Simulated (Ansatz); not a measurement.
Reaction (SMILES): FB(F)[SiH2] -> FB(F)[SiH2-] (an electron is taken up)
Structures are relaxed separately at B3LYP-D3(BJ)/def2-TZVP in Ansatz (an electronic-structure program), one conformer each, not searched for the lowest.

Quantity: adiabatic electron affinity (electronic energy difference), positive where the reaction releases energy, in eV. Valence correlation only, unless marked. UHF or UKS for open shells. No spin-orbit coupling. Non-relativistic unless marked X2C. Anions need diffuse functions: aug- sets have them; def2-D sets add few; the other sets have none. Basis-set limits of correlation are two-point, X^-3; Hartree-Fock from the larger set.

```json
[
 {"level": "PBE/def2-TZVPD", "program": "Ansatz", "adiabatic electron affinity (eV)": "1.81"},
 {"level": "BLYP-D4/def2-TZVPD", "program": "Ansatz + dftd4", "adiabatic electron affinity (eV)": "1.80"}
]
```

### Question
Estimate the value at CCSD(T)/CBS(aug-cc-pV(T+d)Z,aug-cc-pV(Q+d)Z) as computed with Ansatz.

### Answer
1.86 eV, so BLYP-D4/def2-TZVPD differs from it by -0.06 eV.
